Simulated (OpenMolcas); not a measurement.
A run on Ce3+ with its 6 nearest bromide ions at 2.894 Å, on the Ca site of CsCaBr3 (a = 5.69 Å, distance in the model lattice 2.845 Å). The rest of the host is ab initio model potentials to 7.6 Å, with orthogonalisation functions on the cations behind the ligands, and point charges beyond; the distance is set by hand and nothing relaxes, and no local charge compensation is placed. Ligand basis ANO-RCC-VDZP.

```json
{"Program": "OpenMolcas 26.06", "Method": "SS-CASPT2, IPEA 0.25 Eh, imaginary shift 0.1 Eh (closed shells correlated: 5s 5p and the ligand valence shells)", "Basis": "ANO-RCC-VDZP [7s6p4d2f1g]", "Scalar Hamiltonian": "DKH2, point nucleus", "Active space": "1 electron in 7 orbitals (4f)", "State averaging": "2S+1 = 2 odd, 7 roots", "Spin-orbit coupling": "state interaction with AMFI integrals over the reference wave functions"}
```

254 basis functions. Blocks (2S+1, parity, CSFs, roots kept): 2, odd, 7, 7.

Task: How long do the CASPT2 steps take on 1 thread of Arm Neoverse V2, on a shared host?

Result: About 80 s of wall time, without the integral step.
